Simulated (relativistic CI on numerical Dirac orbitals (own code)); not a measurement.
d1 to d9 in one octahedral field

Computed with a parametric ligand-field model without spin-orbit coupling, by exact diagonalisation: B = 510, C = 1980, 10Dq = 26500 cm⁻¹ (Oh; |10Dq|/B = 52.0) for every shell. Energies in cm⁻¹; the field energy is (0.6 n_e − 0.4 n_t2) × 10Dq of the ground term; g labels are left out. So small a B with so large a field is typical of 4d and 5d ions, where spin-orbit coupling, left out here, reaches 1,000 to 4,000 cm⁻¹.

```csv
Shell,Ground term,Electrons in e,Field energy,First spin-allowed bands,Lowest term of other spin
d1,2T2,0.000,-10600,2E 26500,
d2,3T1,0.009,-20951,"3T2 25268, 3T1 31687",1T2 7199
d3,4A2,0.000,-31800,"4T2 26500, 4T1 32201",2E 9969
d4,?,?,?,?,?
d5,2T2,0.027,-52284,"2A2 23798, 2T1 23984",4T1 16811
d6,1A1,0.020,-63072,"1T1 25039, 1T2 32327",3T1 20838
d7,2E,1.013,-47348,"2T1 24923, 2T2 25404",4T1 16689
d8,3A2,2.000,-31800,"3T2 26500, 3T1 32201",1E 7982
d9,2E,3.000,-15900,2T2 26500,
```

(1) Fill in the row of d4.

## Answers

(1) Ground term: 3T1; Electrons in e: 0.014; Field energy: -42026; First spin-allowed bands: 3E 24552, 3T1 25030; Lowest term of other spin: 1T2 6118. Low spin: d4, d5, d6, d7; the other shells keep the spin of the free ion. Only d4 to d7 can choose; the field needed to pair spins is smallest for d6 and largest for d5, which loses most exchange energy. In the strong-field picture 10Dq must exceed about 6B + 5C = 12960 (d4), 7.5B + 5C = 13725 (d5), 2.5B + 4C = 9195 (d6) and 4B + 4C = 9960 (d7); mixing of terms shifts these bounds somewhat.
